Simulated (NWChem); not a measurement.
Program: NWChem. System: AuCl, charge 0, spin multiplicity 1, at a geometry optimised with PBE0/def2-SVP with def2 effective core potentials on Au. The structure started from a generated list of species. Level: BHandHLYP/def2-TZVP with def2 effective core potentials on Au.

Input file:

```
start mol
memory heap 200 mb stack 900 mb global 1100 mb
geometry units angstroms nocenter noautoz
  Au     0.000000     0.000000    -0.398964
  Cl     0.000000     0.000000     1.854009
  symmetry group C2v
end
basis spherical
  * library def2-tzvp
end
ecp
  Au library def2-ecp
end
dft
  xc bhlyp
  semidirect memsize 60000000 filesize 0
  iterations 100
end
task dft energy
```

NWChem printed:

```
             Northwest Computational Chemistry Package (NWChem) 7.3.0
             --------------------------------------------------------

                                NWChem Input Module
                                -------------------

 Scaling coordinates for geometry "geometry" by  1.889725989
 (inverse scale =  0.529177249)

 Turning off AUTOSYM since
 SYMMETRY directive was detected!

                             Geometry "geometry" -> ""
                             -------------------------

 Output coordinates in angstroms (scale by  1.889725989 to convert to a.u.)

  No.       Tag          Charge          X              Y              Z
 ---- ---------------- ---------- -------------- -------------- --------------
    1 Au                  79.0000     0.00000000     0.00000000    -0.39896400
    2 Cl                  17.0000     0.00000000     0.00000000     1.85400900

 Effective nuclear repulsion energy (a.u.)     315.4432145466

            Nuclear Dipole moment (a.u.)
            ----------------------------
        X                 Y               Z
 ---------------- ---------------- ----------------
     0.0000000000     0.0000000000    -0.0000056692

      Symmetry information
      --------------------

 Group name             C2v
 Group number             16
 Group order               4
 No. of unique centers     2

      Symmetry unique atoms

     1    2


 Summary of "ao basis" -> "" (spherical)
 ------------------------------------------------------------------------------
       Tag                 Description            Shells   Functions and Types
 ---------------- ------------------------------  ------  ---------------------
 *                         def2-tzvp                  on all atoms

                                 NWChem DFT Module
                                 -----------------

 Summary of "ao basis" -> "ao basis" (spherical)
 ------------------------------------------------------------------------------
       Tag                 Description            Shells   Functions and Types
 ---------------- ------------------------------  ------  ---------------------
 Au                        def2-tzvp                14       40   6s4p3d1f
 Cl                        def2-tzvp                13       37   5s5p2d1f

 Summary of "ao basis" -> "ao basis" (spherical)
 ------------------------------------------------------------------------------
       Tag                 Description            Shells   Functions and Types
 ---------------- ------------------------------  ------  ---------------------
 Au                        def2-tzvp                14       40   6s4p3d1f
 Cl                        def2-tzvp                13       37   5s5p2d1f

      Symmetry analysis of basis
      --------------------------

        a1         34
        a2          7
        b1         18
        b2         18

            General Information
            -------------------
          SCF calculation type: DFT
          Wavefunction type:  closed shell.
          No. of atoms     :     2
          No. of electrons :    36
           Alpha electrons :    18
            Beta electrons :    18
          Charge           :     0
          Spin multiplicity:     1
          Use of symmetry is: on ; symmetry adaption is: on
          Maximum number of iterations: 100
          AO basis - number of functions:    77
                     number of shells:    27
          Convergence on energy requested:  1.00D-06
          Convergence on density requested:  1.00D-05
          Convergence on gradient requested:  5.00D-04

              XC Information
              --------------
                        BHLYP Method XC Functional
                     Hartree-Fock (Exact) Exchange  0.500
                        Slater Exchange Functional  0.500 local
                    Becke 1988 Exchange Functional  0.500 non-local
              Lee-Yang-Parr Correlation Functional  1.000

             Grid Information
             ----------------
          Grid used for XC integration:  medium
          Radial quadrature: Mura-Knowles
          Angular quadrature: Lebedev.
          Tag              B.-S. Rad. Rad. Pts. Rad. Cut. Ang. Pts.
          ---              ---------- --------- --------- ---------
          Au                  1.35      123           8.0       590
          Cl                  1.00       88          10.0       590
          Grid pruning is: on
          Number of quadrature shells:   211
          Spatial weights used:  Erf1

          Convergence Information
          -----------------------
          Convergence aids based upon iterative change in
          total energy or number of iterations.
          Levelshifting, if invoked, occurs when the
          HOMO/LUMO gap drops below (HL_TOL):  1.00D-02
          DIIS, if invoked, will attempt to extrapolate
          using up to (NFOCK): 10 stored Fock matrices.

                    Damping( 0%)  Levelshifting(0.5)       DIIS
                  --------------- ------------------- ---------------
          dE  on:    start            ASAP                start
          dE off:    2 iters        100 iters           100 iters

      Screening Tolerance Information
      -------------------------------
          Density screening/tol_rho:  1.00D-10
          AO Gaussian exp screening on grid/accAOfunc:  14
          CD Gaussian exp screening on grid/accCDfunc:  20
          XC Gaussian exp screening on grid/accXCfunc:  20
          Schwarz screening/accCoul:  1.00D-08

      Superposition of Atomic Density Guess
      -------------------------------------

 Sum of atomic energies:        -611.95804867

      Non-variational initial energy
      ------------------------------

 Total energy =    -594.120778
 1-e energy   =   -1023.513981
 2-e energy   =     353.527113
 HOMO         =      -0.406763
 LUMO         =      -0.182766

      Symmetry analysis of molecular orbitals - initial
      -------------------------------------------------

 !! scf_movecs_sym_adapt:   50 vectors were symmetry contaminated

  Symmetry fudging

 !! scf_movecs_sym_adapt:   46 vectors were symmetry contaminated

  Numbering of irreducible representations:

     1 a1          2 a2          3 b1          4 b2

  Orbital symmetries:

     1 a1          2 a1          3 a1          4 b2          5 b1
     6 a1          7 a1          8 b1          9 b2         10 a1
    11 a1         12 b2         13 b1         14 a1         15 a2
    16 a1         17 b2         18 b1         19 a1         20 b1
    21 b2         22 a1         23 a1         24 a1         25 a1
    26 a2         27 b1         28 b2

------------------------------------------------------------
EAF file 0: "./mol.aoints.0" size=524288 bytes
------------------------------------------------------------
               write      read    awrite     aread      wait
               -----      ----    ------     -----      ----
     calls:        1         0         0         0         0
   data(b): 5.24e+05  0.00e+00  0.00e+00  0.00e+00
   time(s): 0.00e+00  0.00e+00  0.00e+00  0.00e+00  0.00e+00
rate(mb/s): 0.00e+00  0.00e+00
------------------------------------------------------------

 !! scf_movecs_sym_adapt:   36 vectors were symmetry contaminated

  Symmetry fudging

 !! scf_movecs_sym_adapt:   36 vectors were symmetry contaminated

   convergence    iter        energy       DeltaE   RMS-Dens  Diis-err    time
 ---------------- ----- ----------------- --------- --------- ---------  ------
 d= 0,ls=0.0,diis     1   -595.7976973748 -6.72D+02  5.16D-03  3.61D-01     2.4

 !! scf_movecs_sym_adapt:   36 vectors were symmetry contaminated

  Symmetry fudging

 !! scf_movecs_sym_adapt:   36 vectors were symmetry contaminated

 d= 0,ls=0.0,diis     2   -595.8102610337 -1.26D-02  3.32D-03  1.69D-01     2.6

 !! scf_movecs_sym_adapt:   36 vectors were symmetry contaminated

  Symmetry fudging

 !! scf_movecs_sym_adapt:   34 vectors were symmetry contaminated

 d= 0,ls=0.0,diis     3   -595.8221469076 -1.19D-02  9.28D-04  1.21D-02     2.7

 !! scf_movecs_sym_adapt:   38 vectors were symmetry contaminated

  Symmetry fudging

 !! scf_movecs_sym_adapt:   36 vectors were symmetry contaminated

 d= 0,ls=0.0,diis     4   -595.8231908200 -1.04D-03  2.95D-04  9.07D-04     2.8

 !! scf_movecs_sym_adapt:   36 vectors were symmetry contaminated

  Symmetry fudging

 !! scf_movecs_sym_adapt:   34 vectors were symmetry contaminated

 d= 0,ls=0.0,diis     5   -595.8233045309 -1.14D-04  9.75D-05  2.78D-05     3.0

 !! scf_movecs_sym_adapt:   36 vectors were symmetry contaminated

  Symmetry fudging

 !! scf_movecs_sym_adapt:   34 vectors were symmetry contaminated

  Resetting Diis
 d= 0,ls=0.0,diis     6   -595.8233107862 -6.26D-06  5.51D-05  6.01D-06     3.1

 !! scf_movecs_sym_adapt:   38 vectors were symmetry contaminated

  Symmetry fudging

 !! scf_movecs_sym_adapt:   34 vectors were symmetry contaminated

 d= 0,ls=0.0,diis     7   -595.8233125055 -1.72D-06  1.55D-05  4.85D-07     3.2

 !! scf_movecs_sym_adapt:   36 vectors were symmetry contaminated

  Symmetry fudging

 !! scf_movecs_sym_adapt:   32 vectors were symmetry contaminated

 d= 0,ls=0.0,diis     8   -595.8233126428 -1.37D-07  6.34D-06  1.57D-07     3.4

         Total DFT energy =     -595.823312642846
      One electron energy =    -1025.880687539262
           Coulomb energy =      395.194988572635
    Exchange-Corr. energy =      -41.003703250706
 Nuclear repulsion energy =       75.866089574488

 Numeric. integr. density =       35.999999914189

     Total iterative time =      2.4s

                  Occupations of the irreducible representations
                  ----------------------------------------------

                     irrep           alpha         beta
                     --------     --------     --------
                     a1                9.0          9.0
                     a2                1.0          1.0
                     b1                4.0          4.0
                     b2                4.0          4.0

                       DFT Final Molecular Orbital Analysis
                       ------------------------------------

 Vector   16  Occ=2.000000D+00  E=-3.471220D-01  Symmetry=a1
              MO Center= -6.4D-15, -5.2D-15,  3.8D-01, r^2= 2.5D+00
   Bfn.  Coefficient  Atom+Function         Bfn.  Coefficient  Atom+Function
  ----- ------------  ---------------      ----- ------------  ---------------
    21     -0.430558  1 Au d  0               5      0.425286  1 Au s
     3     -0.328765  1 Au s                 57     -0.305903  2 Cl pz
    60     -0.232075  2 Cl pz                26     -0.206178  1 Au d  0
     2      0.200506  1 Au s                 54     -0.140439  2 Cl pz
     6      0.130124  1 Au s                  4     -0.119600  1 Au s

 Vector   17  Occ=2.000000D+00  E=-3.361719D-01  Symmetry=b1
              MO Center= -1.2D-15, -9.3D-18,  1.4D+00, r^2= 2.1D+00
   Bfn.  Coefficient  Atom+Function         Bfn.  Coefficient  Atom+Function
  ----- ------------  ---------------      ----- ------------  ---------------
    55      0.483122  2 Cl px                58      0.357116  2 Cl px
    22      0.332601  1 Au d  1              52      0.237075  2 Cl px
    46     -0.186787  2 Cl px                27      0.159478  1 Au d  1
    49     -0.089681  2 Cl px                32      0.065596  1 Au d  1
    16      0.053763  1 Au px                10     -0.048422  1 Au px

 Vector   18  Occ=2.000000D+00  E=-3.361719D-01  Symmetry=b2
              MO Center= -3.8D-18,  9.0D-16,  1.4D+00, r^2= 2.1D+00
   Bfn.  Coefficient  Atom+Function         Bfn.  Coefficient  Atom+Function
  ----- ------------  ---------------      ----- ------------  ---------------
    56      0.483122  2 Cl py                59      0.357116  2 Cl py
    20     -0.332601  1 Au d -1              53      0.237075  2 Cl py
    47     -0.186787  2 Cl py                25     -0.159478  1 Au d -1
    50     -0.089681  2 Cl py                30     -0.065596  1 Au d -1
    17      0.053763  1 Au py                11     -0.048422  1 Au py

 Vector   19  Occ=0.000000D+00  E=-1.110388D-01  Symmetry=a1
              MO Center=  1.5D-15,  2.5D-15, -8.4D-01, r^2= 4.1D+00
   Bfn.  Coefficient  Atom+Function         Bfn.  Coefficient  Atom+Function
  ----- ------------  ---------------      ----- ------------  ---------------
     6      0.636615  1 Au s                  5      0.473498  1 Au s
    60      0.337657  2 Cl pz                 3     -0.321473  1 Au s
    18     -0.254480  1 Au pz                57      0.233632  2 Cl pz
    45     -0.225421  2 Cl s                  2      0.204932  1 Au s
     4     -0.179074  1 Au s                 21      0.171575  1 Au d  0

 Vector   20  Occ=0.000000D+00  E= 1.596042D-02  Symmetry=b1
              MO Center=  1.5D-15,  3.6D-20, -5.4D-01, r^2= 7.5D+00
   Bfn.  Coefficient  Atom+Function         Bfn.  Coefficient  Atom+Function
  ----- ------------  ---------------      ----- ------------  ---------------
    16      1.008104  1 Au px                58     -0.200138  2 Cl px
    10     -0.168506  1 Au px                13      0.144674  1 Au px
    55     -0.085402  2 Cl px                 7      0.073126  1 Au px
    52     -0.068246  2 Cl px                22     -0.050810  1 Au d  1
    32      0.044906  1 Au d  1              46      0.042359  2 Cl px

 Vector   21  Occ=0.000000D+00  E= 1.596042D-02  Symmetry=b2
              MO Center= -2.5D-18, -2.8D-16, -5.4D-01, r^2= 7.5D+00
   Bfn.  Coefficient  Atom+Function         Bfn.  Coefficient  Atom+Function
  ----- ------------  ---------------      ----- ------------  ---------------
    17      1.008104  1 Au py                59     -0.200138  2 Cl py
    11     -0.168506  1 Au py                14      0.144674  1 Au py
    56     -0.085402  2 Cl py                 8      0.073126  1 Au py
    53     -0.068246  2 Cl py                20      0.050810  1 Au d -1
    30     -0.044906  1 Au d -1              47      0.042359  2 Cl py

 center of mass
 --------------
 x =   0.00000000 y =   0.00000000 z =  -0.11203018

 moments of inertia (a.u.)
 ------------------
         538.290172519765           0.000000000000           0.000000000000
           0.000000000000         538.290172519765           0.000000000000
           0.000000000000           0.000000000000           0.000000000000

     Multipole analysis of the density
     ---------------------------------

     L   x y z        total         alpha         beta         nuclear
     -   - - -        -----         -----         ----         -------
     0   0 0 0     -0.000000    -18.000000    -18.000000     36.000000

     1   1 0 0     -0.000000     -0.000000     -0.000000      0.000000
     1   0 1 0     -0.000000     -0.000000     -0.000000      0.000000
     1   0 0 1     -1.769561    -23.502757    -23.502757     45.235953

     2   2 0 0    -26.423522    -13.211761    -13.211761      0.000000
     2   1 1 0     -0.000000     -0.000000     -0.000000      0.000000
     2   1 0 1     -0.000000     -0.000000     -0.000000      0.000000
     2   0 2 0    -26.423522    -13.211761    -13.211761      0.000000
     2   0 1 1      0.000000      0.000000      0.000000      0.000000
     2   0 0 2    -26.878099   -123.176450   -123.176450    219.474800

 Task  times  cpu:        3.4s     wall:        3.4s

 Total times  cpu:        3.4s     wall:        3.4s
```
